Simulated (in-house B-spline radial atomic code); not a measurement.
Lu: [Xe] 4f14 5d1 6s2

Method: Dirac-Kohn-Sham relativistic LDA, spherical fractional occupations, Fermi nucleus of rms radius 5.37 fm. Calculated with a radial B-spline atomic code at the basis-set limit.

Z_r = [3n² - l(l+1)]/(2<r>); Z_e = n√(-2ε); the last column is Slater's effective charge. Values are occupation-weighted means over j. An effective charge above Z reflects the relativistic contraction of the inner shells.

```
shell  electrons   ε (eV)  <r> (bohr)    Z_r    Z_e  Slater
   1s          2   -62715     0.01941  77.29  67.89   70.70
   2s          2   -10683     0.08155  73.58  56.04   66.85
   2p          6  -9472.8     0.07267  68.80  52.77   66.85
   3s          2  -2421.6      0.2129  63.41  40.02   59.75
   3p          6  -2052.3       0.212  58.96  36.85   59.75
   3d         10  -1579.2      0.1927  54.48  32.32   49.85
   4s          2  -481.15      0.4793  50.08  23.79   43.25
   4p          6  -358.49      0.5079  45.29  20.53   43.25
   4d         10  -191.08      0.5485  38.29  14.99   31.85
   5s          2   -60.74       1.175  31.92  10.56   13.35
   5p          6  -32.049       1.396  26.14   7.67   13.35
   4f         14  -9.9419      0.7246  24.84   3.42   20.45
   6s          2  -4.7817        3.62  14.92   3.56    3.00
   5d          1  -1.9462       2.874  12.00   1.89    3.00
```

The least bound orbital is 5d5/2 at -1.816 eV, while the most diffuse is 6s1/2 (<r> = 3.62 bohr against 2.94 bohr): energy order and size order differ.

Spin-orbit splittings of the orbital energies (j = l + 1/2 above j = l - 1/2 when positive): 2p 1104 eV, 3p 235.6 eV, 3d 51.74 eV, 4p 53.85 eV, 4d 9.881 eV, 5p 6.872 eV, 4f 1.527 eV, 5d 0.326 eV.

For the 1s electron the small component carries 7.06 % of the norm, the zero-frequency Breit interaction raises the level by 210 eV, self-energy by 129.6 eV, and vacuum polarisation lowers it by 23.41 eV.
